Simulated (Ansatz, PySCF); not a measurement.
BiF2 (SMILES [F][Bi+][F]), charge +1, singlet, geometry from GFN2-xTB (such geometries of metal compounds can be far from the true shape) (core potentials on Bi). Base run: PBE0/def2-SVPD (PySCF).

Input for PySCF:
```python
from pyscf import gto, scf, dft

mol = gto.M(
    atom='''
Bi    0.214011    0.095505    0.087378
F    -1.103766    0.603394   -1.257362
F    -0.869888   -1.484165    0.451543
''',
    basis='def2-svpd',
    ecp={'Bi': 'def2-svpd'},
    charge=1,
    spin=0,
    verbose=4,
)

mf = dft.RKS(mol)
mf.xc = 'pbe0'
mf.kernel()
```

The same geometry, method and basis name were run in Ansatz (a program for electronic structure) and PySCF, at each program's defaults and at the settings that a row names. The base is PySCF at its defaults. Differences at the defaults can come from grids, fitting, cores and function types together.

| code and settings | ΔE vs base (mEh) | basis functions | E (Eh) | SCF cycles |
|---|---|---|---|---|
| PySCF, defaults (exact integrals, its default grid, spherical functions) | 0.000 | 78 | -413.70050 | 10 |
| Ansatz, defaults (factorised integrals, its default grid, spherical functions) | 0.018 | 78 | -413.70049 | - |
| PySCF, density fitting with def2-universal-jkfit | 0.028 | 78 | -413.70048 | 10 |
| PySCF, fine grid | -0.015 | 78 | -413.70052 | 10 |
| Ansatz, high accuracy | 0.002 | 78 | -413.70050 | - |
